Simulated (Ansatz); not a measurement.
SeCl₂. Total charge 0; singlet. Geometry relaxed at PBE0-D4/def2-TZVP.

Cartesian coordinates in Å:
```
Se 0.391 -0.528 -0.623
Cl 0.930 1.451 0.011
Cl -1.321 -0.923 0.612
```

Estimate the harmonic wavenumbers at RKS PBE0-D4/def2-TZVP (Ansatz, unscaled). Is this a minimum?

162, 415, 437 cm⁻¹. Yes, no mode is imaginary beyond noise. Zero-point energy 6.1 kJ/mol. Run time 14 s (4 threads of Arm Neoverse V2 on a shared host).
